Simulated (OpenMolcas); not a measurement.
## Pr²⁺: effect of the basis set

* Program: OpenMolcas
* Method: SS-CASPT2, IPEA 0.25 Eh, imaginary shift 0.1 Eh (closed shells correlated: 5s 5p)
* Active space: 3 electrons in 7 orbitals (4f)
* State averaging: 2S+1 = 4 odd, 35 roots; 2S+1 = 2 odd, 112 roots (105 in the spin-orbit step)
* Spin-orbit coupling: state interaction with AMFI integrals over the reference wave functions, term energies averaged over their components

A. ANO-R1 [7s5p3d2f], X2C, finite nucleus; CASPT2 step roughly 40 core-seconds
B. ANO-RCC-VDZP [7s6p4d2f1g], DKH2, point nucleus; CASPT2 step of the order of 60 core-seconds
C. ANO-R2 [8s6p3d3f1g], X2C, finite nucleus; CASPT2 step about 100 core-seconds
D. ANO-RCC-VTZP [8s7p5d3f2g1h], DKH2, point nucleus; CASPT2 step about 2.3 core-minutes
E. ANO-RCC-VQZP [9s8p6d4f3g2h], DKH2, point nucleus; CASPT2 step about 12 core-minutes

Energies in cm-1 above 4f3 4I* 9/2, the measured ground level; measured values from Martin, Zalubas and Hagan, Atomic Energy Levels: The Rare-Earth Elements, NSRDS-NBS 60 (1978); the list in Maison, Palmeri and Quinet, J. Phys. B 58, 015001 (2025).

```tsv
Level	A	B	C	D	E	Measured
4f3 4I* 9/2	0.0	0.0	0.0	0.0	0.0	0.0
4f3 4I* 11/2	1455	1498	1489	1516	1531	1398
4f3 4I* 13/2	3050	3110	3100	3140	3170	2893
4f3 4I* 15/2	4740	4810	4800	4840	4870	4454
4f3 4F* 3/2	11640	11450	10610	11330	11420	9371
4f3 4F* 5/2	12430	12270	11420	12170	12270	10138
4f3 2H* 9/2(1) [55 %]	13170	10810	11660	10430	9990	
4f3 4F* 7/2	13250	12980	12230	12850	12890	10859
4f3 4S* 3/2	13510	12900	12630	12900	12800	10950
4f3 4F* 9/2 [67 %]	14400	13760	13250	13610	13610	11762
4f3 2H* 11/2(1)	15860	13200	14310	12840	12360	12495
4f3 2G* 7/2(1) [70 %]	17480	15640	15950	15250	15010	
4f3 4G* 5/2	17760	17930	17770	17860	17630	14187
4f3 2K* 13/2	18940	18010	17590	17210	17140	16089
4f3 4G* 7/2 [73 %]	19100	19020	18880	18940	18720	15443
4f3 2K* 15/2	20570	19650	19240	18870	18790	17642
4f3 2P* 1/2	20940	21600	19290	20220	20680	
4f3 4G* 11/2	21200	21330	21180	21260	21050	17410
4f3 2D* 5/2(1)	23320	21830	21490	21190	21060	19046
4f3 4D* 3/2 [66 %]	27840	29170	26770	28280	28580	23092
4f3 4D* 1/2	28010	29940	27090	28960	29390	23465
4f3 4D* 5/2 [67 %]	28170	29400	27090	28550	28820	23246
4f3 4D* 7/2	29550	31440	28650	30500	30910	24887
4f3 2I* 11/2	30050	28330	28590	27470	27270	24358
```

Deviations, from unrounded energies. A percentage is the sum of absolute deviations over the sum of measured energies, with the sign that they share, or ± where signs differ.

| Against measurement | Levels | A | B | C | D | E |
| --- | --- | --- | --- | --- | --- | --- |
| mean absolute deviation (cm-1) | 20 | 3100 | 2900 | 2200 | 2600 | 2600 |
| fine structure of the ground term (%) | 3 | +5.7 | +7.7 | +7.4 | +8.6 | +9.4 |
| other terms of the ground configuration (%) | 17 | +21.5 | +20.4 | +15.6 | +17.7 | ±17.8 |

C lies closest to measurement on these levels and A furthest from it. The largest miss of C in the table is 4f3 2I* 11/2, by +4200 cm-1. The ranking rests on the paired levels alone, and a cruder setting can come out closer through cancelling errors.

The two smallest mean deviations differ by little beside CASPT2's spread within terms, so their order carries little weight.

Among A to E the level of the table that moves most is 4f3 2H* 11/2(1), by 3500 cm-1 (lowest in E, highest in A). Moves below CASPT2's spread within the term are not significant.

CASPT2 breaks the degeneracy within a term, and the mean is taken; among the terms shown or strongly mixed into the levels shown the widest spread is 2300 cm-1 (4f3 4G*, C). Over all roots computed the reference weight is 0.86 to 0.94 in A, 0.84 to 0.92 in C; the roots of lowest weight are the least certain, and an intruder state may touch them. High states are left out of the spin-orbit mixing, which shifts the levels that they would mix with. Some terms miss by over 15 % even with CASPT2, which points to a basis or an active space too small for the shells correlated. The CASPT2 spread within a term exceeds the gap to the next term for 4f3 4F* and 4f3 4S*, 4f3 2G*(1) and 4f3 4G*, 4f3 4G* and 4f3 2K*, so the order of their levels is uncertain, and so are names and mixing where such terms share a J (figures for A; the like holds for B, C, D, E). Some levels mix across a computed gap that differs much from the measured one, so their mixing is not that of the real levels (holds for B; D; E). Measured partners are found by configuration, term and J. A level has none where our copy of the source lacks it or the pairing is in doubt (some pairs that miss far off the trend of their configuration count as doubtful), and it then counts in no deviation. Levels of configurations outside the active space are missing. The table leaves out levels that lie high or whose names do not pair safely across all columns.

A share in square brackets marks a mixed level and gives the weight of the term that names it, the lowest over the columns. A number in round brackets counts repeated terms of one configuration in the order of the reference energies. * marks odd parity.
